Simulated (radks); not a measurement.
The numbers below are computed, except where a source is named.
The lutetium ion Lu+, [Xe] 4f14 6s2. Level of theory: non-relativistic Kohn-Sham, exchange-only B88, spin-polarised, spherical densities, point nucleus (a radial shooting solver on a logarithmic mesh with Libxc functionals). Every spin shell is full or empty, so the densities are truly spherical. Functionals are evaluated on that one density, not self-consistently. Rank these exchange functionals by their error against the exact value of the orbitals, and give that value: LDA, B88, PBE, revPBE, PW91, G96, revTPSS, Tao-Mo.

Answer. Exact: -282.217 hartree. From best to worst, with 100 (|E| - |E exact|)/|E exact| (equal figures are ties): revPBE -0.02, PBE -0.11, PW91 +0.28, B88 +0.31, Tao-Mo -0.61, G96 +0.69, revTPSS -0.69, LDA -3.81.
